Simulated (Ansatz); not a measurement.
Ansatz (a program for electronic structure) input (X2C-CCSD(T)/cc-pVTZ-DK):

Ansatz 0.2 input:
```yaml
crystal:
  periodic: [false, false, false]
  atoms:
    - {symbol: C, position_ang: [-0.06979756, 1.52270279, 0.26646729]}
    - {symbol: C, position_ang: [-0.48264306, 0.09644613, 0.11446172]}
    - {symbol: C, position_ang: [-1.80841303, -0.23503826, -0.47278997]}
    - {symbol: O, position_ang: [0.46272251, -0.83930226, -0.23054878]}
    - {symbol: C, position_ang: [1.75793190, -0.71070509, 0.33012951]}
    - {symbol: H, position_ang: [0.73453541, 1.66023414, 0.99105625]}
    - {symbol: H, position_ang: [-0.92064145, 2.11629180, 0.60048702]}
    - {symbol: H, position_ang: [0.27559418, 1.95374659, -0.68873706]}
    - {symbol: H, position_ang: [-1.83854725, -0.03392981, -1.55600324]}
    - {symbol: H, position_ang: [-2.03836987, -1.29242768, -0.33407184]}
    - {symbol: H, position_ang: [-2.59658567, 0.35869297, -0.00829571]}
    - {symbol: H, position_ang: [2.27893852, 0.17435800, -0.04501381]}
    - {symbol: H, position_ang: [2.31084766, -1.59949505, 0.03275104]}
    - {symbol: H, position_ang: [1.70997881, -0.66348621, 1.42260637]}
basis:
  gaussian:
    orbitals: cc-pVTZ-DK
magnetization: {spin_polarized: true, initial_magnetization: 1}
correlation: {method: ccsd_t, electrons: outside_noble_gas}
```

End of the output:

```
integrals: 3.52 GiB planned
1565 factors; integrals over basis functions are off by at most 1.0e-3 eV
1.28 GiB of device memory are held for the factors and their scratch space
mean field: 1.38 GiB planned
mean field evaluation 1: about -6301.5325 eV, gradient 2.5e1 eV
mean field evaluation 2: about -6301.5349 eV, gradient 2.5e1 eV
mean field evaluation 4: about -6305.1838 eV, gradient 3.6e0 eV
mean field evaluation 8: about -6305.2815 eV, gradient 2.3e-1 eV
mean field evaluation 16: about -6305.2674 eV, gradient 1.2e0 eV
mean field -6305.28262279 eV, -231.7148625136 hartree, gradient 2.2e-6 eV, S^2 0.761793; 0 other end points of the search recorded, 0 dependent functions left out
5 core orbitals not correlated
reference -6305.28262279 eV, -231.7148625136 hartree; 16, 15 occupied and 255, 256 virtual orbitals, 1565 factors
second order -24.80963232 eV of doubles, -0.00000000 eV of singles
coupled cluster: 30.21 GiB planned
cycle   1  -25.45007868 eV  change   -6.4e-1 eV  update   1.0e-1
cycle   2  -26.05589427 eV  change   -6.1e-1 eV  update   3.0e-2
cycle   3  -26.19352381 eV  change   -1.4e-1 eV  update   1.8e-2
cycle   4  -26.18893650 eV  change    4.6e-3 eV  update   6.6e-3
cycle   5  -26.18859559 eV  change    3.4e-4 eV  update   3.8e-3
cycle   6  -26.18970912 eV  change   -1.1e-3 eV  update   1.4e-3
cycle   7  -26.18948559 eV  change    2.2e-4 eV  update   5.3e-4
cycle   8  -26.18959646 eV  change   -1.1e-4 eV  update   2.2e-4
cycle   9  -26.18964445 eV  change   -4.8e-5 eV  update   8.5e-5
cycle  10  -26.18959295 eV  change    5.1e-5 eV  update   3.7e-5
cycle  11  -26.18961794 eV  change   -2.5e-5 eV  update   1.7e-5
cycle  12  -26.18962484 eV  change   -6.9e-6 eV  update   6.8e-6
perturbative correction -1.00942832 eV, -0.0370958067 hartree
Total energy: -6332.48167595 eV, -232.7144092811 hartree
Relativity: scalar
```

It need not be the lowest isomer of its formula.
